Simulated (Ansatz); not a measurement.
`FC[SiH2]F`, relaxed with RKS PBE0-D4/def2-TZVP in Ansatz from a PBE-D4/def2-SVP geometry. The force threshold is 0.005 eV/Å; the program also tests the step.

Total charge 0; spin multiplicity 1.

Start:

```xyz
8

F    -1.222    0.936   -1.199
C    -0.124    0.917   -0.343
Si    0.187   -0.836    0.319
F    -1.012   -1.256    1.358
H    -0.291    1.632    0.496
H     0.783    1.273   -0.890
H     1.487   -0.848    1.074
H     0.192   -1.818   -0.814
```

Task: How much energy does the relaxation release, and in how many steps? (Best estimate.)

Result: Ansatz gave: 1.23 kcal/mol, in 6 steps.

Task: Which bonds change most? (Estimate.)

Result: Computed: Si3–F4 from 1.640 to 1.598 Å; C2–H6 from 1.117 to 1.097 Å; C2–H5 from 1.115 to 1.096 Å; Si3–H7 from 1.504 to 1.485 Å.

Task: Give the relaxed structure. (Estimate.)

Result: Ansatz gave: 
```xyz
8

F    -1.214    0.948   -1.183
C    -0.116    0.907   -0.333
Si    0.182   -0.833    0.317
F    -0.988   -1.242    1.327
H    -0.288    1.614    0.487
H     0.765    1.255   -0.888
H     1.464   -0.837    1.066
H     0.197   -1.813   -0.793
```
